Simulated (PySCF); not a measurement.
PySCF input file for ZnH₂, SMILES [ZnH2], r2SCAN-D4/def2-TZVPD. Geometry: r2SCAN-D4/def2-TZVPD. The isomer is the one that the SMILES or the coordinates give; other isomers of the formula were not compared.

```python
import numpy as np
from pyscf import gto, scf, dft
from pyscf.hessian import thermo

mol = gto.M(
    atom='''
    Zn    0.00000000    0.00000000    0.00000000
    H     0.00000000    0.00000000   -1.53172155
    H     0.00000000    0.00000000    1.53172155
    ''',
    basis='def2-TZVPD',
    charge=0,
    spin=0,
    max_memory=1600,
    verbose=3,
)
mf = dft.RKS(mol, xc='r2scan').density_fit(auxbasis='def2-universal-jkfit')
mf.disp = 'd4'
mf.grids.level = 4
mf.conv_tol = 1e-11
mf.max_cycle = 100
mf.kernel()

# [left out here: the lines that compute and print the analytic Hessian (its translational invariance restored by hand, since the grid's response is missing), thermochemistry and intensities]
```

Log of the run:

```
converged SCF energy = -1780.54593477662

WARN: MGGA Hessian is sensitive to dft grids. grids.level 4 may not be dense enough.


WARN: DFTD4 does not support analytical Hessian, using finite difference.


WARN: Mole.unit (angstrom) is changed to Bohr

Mode                                 0                   1                   2
Irrep
Freq [cm^-1]                      666.9482            666.9482           1926.0797
Reduced mass [au]                   1.0386              1.0386              1.0386
Force const [Dyne/A]                0.2722              0.2722              2.2701
Char temp [K]                     959.5900            959.5900           2771.1999
Normal mode                   x     y     z       x     y     z       x     y     z
       0  Zn                -0.00 -0.02 -0.00    0.02 -0.00 -0.00   -0.00  0.00 -0.02
       1   H                 0.08  0.69  0.00   -0.69  0.08  0.00    0.00 -0.00  0.69
       2   H                 0.08  0.69  0.00   -0.69  0.08 -0.00    0.00 -0.00  0.69
Mode                                 3
Irrep
Freq [cm^-1]                     1934.7327
Reduced mass [au]                   1.0080
Force const [Dyne/A]                2.2231
Char temp [K]                    2783.6495
Normal mode                   x     y     z
       0  Zn                 0.00 -0.00  0.00
       1   H                -0.00  0.00 -0.70
       2   H                -0.00  0.00  0.70
temperature 298.1500 [K]
pressure 101325.00 [Pa]
Rotational constants [GHz] inf 106.84815 106.84815
Symmetry number 2
Zero-point energy (ZPE) 0.01183 [Eh]   31071.259 [J/mol]
                           tot       elec      trans        rot        vib
Entropy [J/mol/K]       200.517      0.000    161.259     36.332      2.925
Cv [J/mol/K]             28.396      0.000     12.472      8.314      7.609
Cp [J/mol/K]             36.710      0.000     20.786      8.314      7.609
Internal energy [J/mol]                      3718.434   2478.956  31740.564
Internal energy [Eh]   -1780.53148  -1780.54593
Enthalpy [J/mol]                             6197.391   2478.956  31740.564
Enthalpy [Eh]          -1780.53054
Gibbs free energy [J/mol]                  -41881.962  -8353.469  30868.339
Gibbs free energy [Eh] -1780.55331
mode   freq/cm-1   IR/(km/mol)
   1      666.95       149.300
   2      666.95       149.300
   3     1926.08       309.269
   4     1934.73         0.000
max |gradient| / (hartree/bohr): 9.7943746238292e-09
APT charges: [ 0.6281 -0.3137 -0.3137]
```

The run converged.
